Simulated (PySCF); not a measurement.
C₃H₃F₄, SMILES F[C](F)CC(F)F (connectivity only; charge and spin as stated), charge +1, multiplicity 1. Atoms are numbered in the order given.

```xyz
10

F      1.6366    -0.2937    -1.0377
C      1.2300    -0.1013     0.1232
F      1.9485     0.6592     0.8046
C     -0.0023    -0.6575     0.6136
C     -1.2401     0.2599     0.2055
F     -1.1011     0.5725    -1.0814
F     -2.3161    -0.4718     0.3928
H     -0.1850    -1.6217     0.1116
H      0.0238    -0.7560     1.7088
H     -1.2755     1.1751     0.8208
```
Charge +1, spin multiplicity 1.

Geometry optimised at PBE0-D3(BJ)/def2-SVP. The multiplicity is an assumed one; no other spin state was optimised. The isomer is the one that the SMILES or the coordinates give; other isomers of the formula were not compared. One conformer was computed; it need not be the lowest.

Calculation: PBE/pcSseg-1 (PySCF).

GIAO shieldings, no solvent; atoms listed in one row are averaged. δ = σ(ref) − σ: ¹⁹F against CFCl3 (σ = 133.6 ppm); ¹³C against TMS (σ = 182.0 ppm); ¹H against TMS (σ = 31.49 ppm), references at their B3LYP-D3(BJ)/def2-TZVP geometries, non-relativistic.

Problem. Estimate the chemical shifts. (Estimate from the structure and the level; the computed values follow.)

Solution. 
| nucleus | atoms | count | δ (ppm) |
|---|---|---|---|
| ¹⁹F | F1 | 1 | 106.2 |
| ¹⁹F | F3 | 1 | 94.1 |
| ¹⁹F | F7 | 1 | -67.0 |
| ¹⁹F | F6 | 1 | -85.0 |
| ¹³C | C2 | 1 | 201.1 |
| ¹³C | C5 | 1 | 127.2 |
| ¹³C | C4 | 1 | 51.0 |
| ¹H | H10 | 1 | 7.38 |
| ¹H | H8 | 1 | 4.89 |
| ¹H | H9 | 1 | 4.72 |
